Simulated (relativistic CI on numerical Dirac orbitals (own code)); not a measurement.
**Ce²⁺: what numerical and physical settings do to a radial Dirac CI calculation**

Reference input:

```
atom Ce  Z=58  charge=2  electrons=56
nucleus A=140  rms_radius_fm=4.8771
hamiltonian dirac-coulomb  breit=on  qed=on  c_scale=1
orbitals kli  potential=per-configuration
slater_scale 1
correlation none
mixing on
grid step=0.0125 r_max=86.5
scf mixing=0.4 start=green max_iterations=150 tolerance=2e-08 node_fill=0.05
configurations
  [Xe] 4f2
  [Xe] 4f 6s
  [Xe] 5d2
  [Xe] 4f 6p
  [Xe] 5d 6s
end
```

Computed lowest total energy -8848.17947 Ha, first excitation 1470.2 cm⁻¹, 60 SCF steps. Runs with settings changed; * marks those that are bad on purpose:

```
                                                Changed    Outcome  Lowest level    ΔE (Ha)  First excitation (cm⁻¹)  SCF steps                                                  Message
                                    SCF tolerance 1e-05  converged       4f² ³H4  -1.98e-07                   1470.2         48                                                         
start potential previous, end of the grid at 259.5 bohr  converged       4f² ³H4   -1.5e-09                   1470.2         52                                                         
                                       Slater scale 1.2  converged       4f² ³H4   -0.00719                   1466.5         60                                                         
        Slater scale 0.6, end of the grid at 60.55 bohr  converged       4f² ³H4     0.0143                   1497.1         60                                                         
                                      grid step 0.002 *    refused                                                            0             the grid has 9138 points, outside 40 to 4096
                                             charge 3 *    refused                                                            0  configuration [Xe] 4f2 has 56 electrons, the ion has 55
```

With so few configurations and no correlation, terms lie too far apart (by 10 to 50 % near neutrality), their order can be wrong, and levels of other configurations are missing.
